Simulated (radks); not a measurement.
The numbers below are computed, except where a source is named.
Ta4+, 69 electrons, occupied as [Xe] 4f14 5d1.

Level of theory: scalar-relativistic Kohn-Sham, LDA (Slater exchange, Perdew-Wang correlation), spin-unpolarised, spherical densities, point nucleus (a radial shooting solver on a logarithmic mesh with Libxc functionals).

Energy parts (eV):
total: -424287.65
kinetic: 466146.36
electron-nucleus: -1045246.29
Hartree: 163102.15
exchange-correlation: -8289.88

Orbitals (lengths in bohr, moments of r in powers of bohr; r(max) is where P^2 peaks):
orbital	occ.	eigenvalue (eV)	<r^2>	<1/r>	r(max)
1s	2	-67357.50	0.0004791	85.40	0.01168
2s	2	-11609.30	0.007382	19.95	0.06689
2p	6	-10182.63	0.006087	18.15	0.05478
3s	2	-2691.680	0.04803	7.382	0.1888
3p	6	-2267.425	0.04871	6.832	0.1866
3d	10	-1771.620	0.04041	6.462	0.1519
4s	2	-581.9480	0.2380	3.136	0.4289
4p	6	-442.7269	0.2710	2.851	0.4497
4d	10	-264.5303	0.3177	2.532	0.4614
5s	2	-115.2449	1.333	1.224	0.9854
5p	6	-80.9381	1.798	1.037	1.116
4f	14	-67.3611	0.5087	2.009	0.4404
5d	1	-41.4688	3.419	0.7378	1.459

The highest occupied level is 5d at -41.469 eV. For comparison, the ionisation energy in NIST's Atomic Spectra Database is 48.27 eV (semi-empirical). In exact Kohn-Sham theory the highest level is minus the ionisation energy, but local and semilocal functionals leave it too shallow, through self-interaction and a potential that decays too fast; potentials with the right tail come closer.

Beside tabulated values, note that spin-unpolarised runs miss the spin-polarisation part of the exchange energy of open shells.
